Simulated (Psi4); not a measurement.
Cl$_{3}$Y, triplet, at a GFN2-xTB geometry (such geometries of metal compounds can be far from the true shape) (the multiplicity is a formal guess) (core potentials on Y); B3LYP/def2-SVP run with Psi4.

Input for Psi4:
```
memory 2 GB

molecule {
0 3
Y     0.24151734    0.62691312    0.38844030
Cl    1.68510444   -0.84321126   -0.87245213
Cl   -0.87472993   -1.26310920    1.39683844
Cl   -1.36444369    0.66810800   -1.41551406
}

set {
  basis def2-svp
  reference uks
}

energy('b3lyp')
print_variables()
```

**Question.** What does Psi4 print? Leave out banner, timings and long lists.

**Answer.** 
```
   => Loading Basis Set <=

    Name: DEF2-SVP
    Role: ORBITAL
    Keyword: BASIS

    !!!  WARNING: ECP capability is in beta. Please check occupations closely.  !!!

         ---------------------------------------------------------
                                   SCF
               by Justin Turney, Rob Parrish, Andy Simmonett
                          and Daniel G. A. Smith
                              UKS Reference
         ---------------------------------------------------------

  ==> Geometry <==

    Molecular point group: c1
    Full point group: C1

    Geometry (in Angstrom), charge = 0, multiplicity = 3:

       Center              X                  Y                   Z               Mass
    ------------   -----------------  -----------------  -----------------  -----------------
         Y            0.230696883999     0.598826175429     0.371037407842    88.905840300000
         CL           1.674283983999    -0.871298204571    -0.889855022158    34.968852682000
         CL          -0.885550386001    -1.291196144571     1.379435547842    34.968852682000
         CL          -1.375264146001     0.640021055429    -1.432916952158    34.968852682000

  Running in c1 symmetry.

  Rotational constants: A =      0.05658  B =      0.05658  C =      0.04058 [cm^-1]
  Rotational constants: A =   1696.20797  B =   1696.20796  C =   1216.64877 [MHz]
  Nuclear repulsion =  256.014455372077634

  Charge       = 0
  Multiplicity = 3
  Electrons    = 62
  Nalpha       = 32
  Nbeta        = 30

  ==> Algorithm <==

  SCF Algorithm Type is DF.
  DIIS enabled.
  MOM disabled.
  Fractional occupation disabled.
  Guess Type is SAD.
  Energy threshold   = 1.00e-06
  Density threshold  = 1.00e-06
  Integral threshold = 1.00e-12

  ==> Primary Basis <==

  Basis Set: DEF2-SVP
    Blend: DEF2-SVP
    Number of shells: 35
    Number of basis functions: 85
    Number of Cartesian functions: 93
    Spherical Harmonics?: true
    Max angular momentum: 3

  Core potential: DEF2-SVP
    Number of shells: 4
    Number of ECP primitives: 14
    Number of ECP core electrons: 28
    Max angular momentum: 3

  ==> DFT Potential <==

   => LibXC <=

    Version 7.1.2
    S. Lehtola, C. Steigemann, M. J. T. Oliveira, and M. A. L. Marques,  SoftwareX 7, 1–5 (2018) (10.1016/j.softx.2017.11.002)

   => Composite Functional: B3LYP <=

    B3LYP Hyb-GGA Exchange-Correlation Functional

    P. J. Stephens, F. J. Devlin, C. F. Chabalowski, and M. J. Frisch,  J. Phys. Chem. 98, 11623 (1994) (10.1021/j100096a001)

    Deriv               =              1
    GGA                 =           TRUE
    Meta                =          FALSE

    Exchange Hybrid     =           TRUE
    MP2 Hybrid          =          FALSE

   => Exchange Functionals <=

    0.0800   Slater exchange
    0.7200         Becke 88

   => Exact (HF) Exchange <=

    0.2000               HF

   => Correlation Functionals <=

    0.1900   Vosko, Wilk & Nusair (VWN5_RPA)
    0.8100   Lee, Yang & Parr

   => LibXC Density Thresholds  <==

    XC_HYB_GGA_XC_B3LYP:  1.00E-15

   => Molecular Quadrature <=

    Radial Scheme          =       TREUTLER
    Pruning Scheme         =           NONE
    Nuclear Scheme         =       TREUTLER

    Blocking Scheme        =         OCTREE
    BS radius alpha        =              1
    Pruning alpha          =              1
    Radial Points          =             75
    Spherical Points       =            302
    Total Points           =          87047
    Total Blocks           =            759
    Max Points             =            255
    Max Functions          =             79
    Weights Tolerance      =       1.00E-15

   => Loading Basis Set <=

    Name: (DEF2-SVP AUX)
    Role: JKFIT
    Keyword: DF_BASIS_SCF

  ==> Integral Setup <==

  SCF_SUBTYPE=INCORE selected. In-core MEM_DF algorithm will be used.
  Using in-core AOs.

  ==> MemDFJK: Density-Fitted J/K Matrices <==

    J tasked:                   Yes
[...]

                           Total Energy        Delta E     RMS |[F,P]|

   @DF-UKS iter SAD: -1418.45539464252283   -1.41846e+03   0.00000e+00
   @DF-UKS iter   1: -1418.52633709376300   -7.09425e-02   4.49742e-03 DIIS/ADIIS
   @DF-UKS iter   2: -1418.53437990251541   -8.04281e-03   4.52785e-03 DIIS/ADIIS
   @DF-UKS iter   3: -1418.60632592546972   -7.19460e-02   1.65224e-03 DIIS/ADIIS
   @DF-UKS iter   4: -1418.61851853033932   -1.21926e-02   7.21845e-04 DIIS/ADIIS
   @DF-UKS iter   5: -1418.62145303367788   -2.93450e-03   2.28524e-04 DIIS/ADIIS
   @DF-UKS iter   6: -1418.62181359512965   -3.60561e-04   6.36358e-05 DIIS
   @DF-UKS iter   7: -1418.62190569778159   -9.21027e-05   3.89691e-05 DIIS
   @DF-UKS iter   8: -1418.62194253470739   -3.68369e-05   4.29579e-05 DIIS
   @DF-UKS iter   9: -1418.62196330239863   -2.07677e-05   1.36157e-05 DIIS
   @DF-UKS iter  10: -1418.62197209545002   -8.79305e-06   7.85911e-06 DIIS
   @DF-UKS iter  11: -1418.62197369854175   -1.60309e-06   5.65830e-06 DIIS
   @DF-UKS iter  12: -1418.62197513642468   -1.43788e-06   2.48998e-06 DIIS
   @DF-UKS iter  13: -1418.62197561398170   -4.77557e-07   1.67372e-06 DIIS
   @DF-UKS iter  14: -1418.62197582849467   -2.14513e-07   1.14250e-06 DIIS
   @DF-UKS iter  15: -1418.62197597240697   -1.43912e-07   5.93715e-07 DIIS
  Energy and wave function converged.

  ==> Post-Iterations <==

   Electrons on quadrature grid:
      Nalpha   =   32.0000166295 ; deviation = 1.663e-05
      Nbeta    =   30.0000129128 ; deviation = 1.291e-05
      Ntotal   =   62.0000295424 ; deviation = 2.954e-05

   @Spin Contamination Metric:   6.078315116E-03
   @S^2 Expected:                2.000000000E+00
   @S^2 Observed:                2.006078315E+00
   @S   Expected:                1.000000000E+00
   @S   Observed:                1.000000000E+00

    Orbital Energies [Eh]
    ---------------------

    Alpha Occupied:

[...]
    Alpha Virtual:

[...]
    Beta Occupied:

[...]
    Beta Virtual:

[...]
      85A     29.585441

    Final Occupation by Irrep:
              A
    DOCC [    30 ]
    SOCC [     2 ]
    NA   [    32 ]
    NB   [    30 ]

  @DF-UKS Final Energy: -1418.62197597240697

   => Energetics <=

    Nuclear Repulsion Energy =            256.0144553720776344
    One-Electron Energy =               -2479.1398142847101553
    Two-Electron Energy =                 876.9373575046606675
    DFT Exchange-Correlation Energy =     -72.4339745644349762
    Empirical Dispersion Energy =           0.0000000000000000
    VV10 Nonlocal Energy =                  0.0000000000000000
    Total Energy =                      -1418.6219759724069718

  UHF NO Occupations:
  HONO-2 :   30  A 1.9987076
  HONO-1 :   31  A 1.0000000
  HONO-0 :   32  A 1.0000000
  LUNO+0 :   33  A 0.0012924
  LUNO+1 :   34  A 0.0012904
  LUNO+2 :   35  A 0.0001051
  LUNO+3 :   36  A 0.0001050

Computation Completed

Properties will be evaluated at   0.000000,   0.000000,   0.000000 [a0]

Properties computed using the SCF density matrix

 Multipole Moments:

 ------------------------------------------------------------------------------------
     Multipole            Electronic (a.u.)      Nuclear  (a.u.)        Total (a.u.)
 ------------------------------------------------------------------------------------

 L = 1.  Multiply by 2.5417464519 to convert [e a0] to [Debye]
 Dipole X            :         13.9703231          -14.0470025           -0.0766794
 Dipole Y            :         36.2636941          -36.4621863           -0.1984922
 Dipole Z            :         22.4687305          -22.5922574           -0.1235269
 Magnitude           :                                                    0.2460442

 ------------------------------------------------------------------------------------

  Variable Map:
  ----------------------------------------------------------------------------
[...]
  Array Variable Map:
  ----------------------------------------------------------------------------
[...]
[...]
```
